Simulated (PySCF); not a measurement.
Positional isomers: butadiene chloro+silyl. All species are isolated molecules in the gas phase. One relaxed conformer stands for each flexible species; it need not be the lowest. Strings in code marks are SMILES. All members: neutral, multiplicity 1. Level: CAM-B3LYP-D3(BJ)/def2-TZVP (PySCF), beside PBE-D3(BJ)/def2-TZVP // CAM-B3LYP-D3(BJ)/def2-TZVP (PySCF) at the same geometries.  Orbital energies are measured against the vacuum level.

```tsv
species	LUMO, PBE (eV)	LUMO, CAM-B3LYP-D3(BJ) (eV)
`C=C(Cl)/C=C\[SiH3]` (Cl–C–C–C torsion 0°)	-2.50	-0.51
`C=C(Cl)/C=C/[SiH3]` (Cl–C–C–C torsion 0°)	-2.43	withheld
`[SiH3]/C=C/C=C\Cl` (C–C–C–C torsion 180°)	-2.38	-0.40
`C=C/C=C(/[SiH3])Cl` (C–C–C–C torsion 180°)	-2.36	-0.38
`[SiH3]/C=C/C=C/Cl` (C–C–C–C torsion 180°)	-2.32	-0.34
`C=C/C=C(\[SiH3])Cl` (C–C–C–C torsion 180°)	-2.30	-0.31
`C=C/C([SiH3])=C\Cl` (C–C–C–Si torsion 0°)	-2.25	-0.24
```

Question: Fit y = a + b·x, y being the LUMO at the first level, to the 6 complete rows by least squares, with x = the PBE value in eV. Give a, b and the rms residual, and predict the withheld value.

Answer: Means of the 6 rows: x̄ = -2.3517, ȳ = -0.36333 eV. Σ(x − x̄)² = 0.036883 and Σ(x − x̄)(y − ȳ) = 0.038967, so b = 1.057 and a = ȳ − b·x̄ = 2.122 eV. The rms residual is 0.010 eV. At x = -2.43 the line gives -0.45 eV. The run for `C=C(Cl)/C=C/[SiH3]` (Cl–C–C–C torsion 0°) gave -0.42 eV, so the line is off by 0.03 eV, more than twice the rms residual.

Codes: PySCF.
